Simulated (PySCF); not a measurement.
Gas-phase reaction: HfO₂ + 6 Cl → HfCl₄ + 2 ClO

Energies from PySCF (xtb for GFN2), thermal terms from the rigid-rotor harmonic-oscillator model, ideal gas at 1 bar. † marks an energy on the PBE0/def2-TZVP geometry and frequencies; other levels use their own. Open shells (unrestricted): Cl (multiplicity 2, electronic degeneracy 6), ClO (multiplicity 2, electronic degeneracy 4); the rest are closed-shell singlets. GFN2 has no spin-polarisation term. Spin-orbit splitting is ignored; it lowers the true energy and changes the entropy of Cl, ClO. B3LYP is the form with VWN-RPA correlation. Hf: scalar-relativistic def2 core potential, no spin-orbit coupling. The harmonic model lacks anharmonicity and excited electronic states, which grow with temperature; levels with a mode under 35 cm⁻¹ are left out. Soft modes under 120 cm⁻¹ make the harmonic entropy rough for HfCl₄.

```json
[
 {"level": "B3LYP/def2-TZVP†", "ΔE electronic, kJ": "-1177", "ΔH°(298 K), kJ": "-1175", "ΔS°(298 K), J/K": "-457", "ΔG°(1800 K), kJ": "-346"},
 {"level": "GFN2-xTB", "ΔE electronic, kJ": "-1056", "ΔH°(298 K), kJ": "-1052", "ΔS°(298 K), J/K": "-428", "ΔG°(1800 K), kJ": "-275"},
 {"level": "M06-2X/def2-TZVP†", "ΔE electronic, kJ": "-1250", "ΔH°(298 K), kJ": "-1248", "ΔS°(298 K), J/K": "-457", "ΔG°(1800 K), kJ": "-419"},
 {"level": "PBE/def2-SVP", "ΔE electronic, kJ": "-1235", "ΔH°(298 K), kJ": "-1232", "ΔS°(298 K), J/K": "-453", "ΔG°(1800 K), kJ": "-413"},
 {"level": "PBE/def2-TZVP†", "ΔE electronic, kJ": "-1271", "ΔH°(298 K), kJ": "-1269", "ΔS°(298 K), J/K": "-457", "ΔG°(1800 K), kJ": "-441"},
 {"level": "PBE0/def2-QZVP†", "ΔE electronic, kJ": "-1249", "ΔH°(298 K), kJ": "-1246", "ΔS°(298 K), J/K": "-457", "ΔG°(1800 K), kJ": "-418"},
 {"level": "LDA/def2-TZVP†", "ΔE electronic, kJ": "-1489", "ΔH°(298 K), kJ": "-1487", "ΔS°(298 K), J/K": "-457", "ΔG°(1800 K), kJ": "-658"},
 {"level": "ωB97X-V/def2-TZVP†", "ΔE electronic, kJ": "-1260", "ΔH°(298 K), kJ": "-1258", "ΔS°(298 K), J/K": "-457", "ΔG°(1800 K), kJ": "-429"}
]
```
ΔH° is lowest at LDA/def2-TZVP† and highest at GFN2-xTB. No reference value is set beside these.
